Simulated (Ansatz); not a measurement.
Input for Ansatz (a program for electronic structure): R-wB97X-V/def2-TZVPPD on GeH4 (SMILES [GeH4]). Files ending in .json are basis or fitting sets from the Basis Set Exchange.

Ansatz 0.2 input:
```yaml
crystal:
  periodic: [false, false, false]
  atoms:
    - {symbol: Ge, position_ang: [0.07552908, 0.15567178, -0.01274647]}
    - {symbol: H, position_ang: [1.46085800, 0.06768971, 0.64440635]}
    - {symbol: H, position_ang: [-0.64646337, -1.19085611, 0.12507569]}
    - {symbol: H, position_ang: [0.23999343, 0.50411443, -1.50079458]}
    - {symbol: H, position_ang: [-0.74507799, 1.25432418, 0.67872790]}
basis:
  gaussian:
    orbitals: def2-TZVPPD.json
hamiltonian:
  xc: {name: wB97X-V}
scf: {lower_state_search: off}
```

The head of its log:

```
Functional definition: wB97X-V
[...]
these checks for a lower state are left out or cut short: stability, starts, cluster_reference, orbital_swaps, neighbouring_geometries, increment
integrals: 0.05 GiB planned
650 factors; their error is unknown
integrals: 0.08 GiB planned
180 factors; integrals over basis functions are off by at most 1.3e-5 eV
mean field: 0.48 GiB planned
mean field evaluation 1: about -56577.4362 eV, gradient 1.6e1 eV
mean field evaluation 2: about -56577.5593 eV, gradient 1.5e1 eV
```

Problem. Predict the final total energy.

Solution. -2079.1977 hartree.
